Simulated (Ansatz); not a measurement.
`O/C=C\Cl` and `O/C=C\CBr` differ in one atom or group.

Ansatz, PBE0-D4/def2-TZVP geometries, multiplicity 1. Each molecule was computed in one conformer, which needn't be the lowest.

Scalar relativity is left out up to krypton.

```tsv
property	`O/C=C\Cl`
size of the dipole moment (PBE/def2-TZVPP) / D	0.59
HOMO–LUMO gap (PBE0/def2-TZVPP) / eV	7.24
HOMO energy (PBE0/def2-TZVPP) / eV	-6.80
size of the dipole moment (ωB97M-V/def2-TZVPP) / D	0.72
LUMO energy (PBE0/def2-TZVPP) / eV	0.43
LUMO energy (ωB97M-V/def2-TZVPP) / eV	2.59
```

Q: What does the change do to each property? (An estimate is asked.)

A: The calculation gave: 
```tsv
property	`O/C=C\CBr`	shift
size of the dipole moment (PBE/def2-TZVPP) / D	3.76	3.17
HOMO–LUMO gap (PBE0/def2-TZVPP) / eV	6.36	-0.88
HOMO energy (PBE0/def2-TZVPP) / eV	-6.82	-0.02
size of the dipole moment (ωB97M-V/def2-TZVPP) / D	3.74	3.02
LUMO energy (PBE0/def2-TZVPP) / eV	-0.47	-0.90
LUMO energy (ωB97M-V/def2-TZVPP) / eV	1.58	-1.01
```

Dipoles are sizes alone; their direction can turn.

Spin–orbit coupling is left out; it splits and shifts lone-pair levels of the heavy atoms by tenths of an eV.
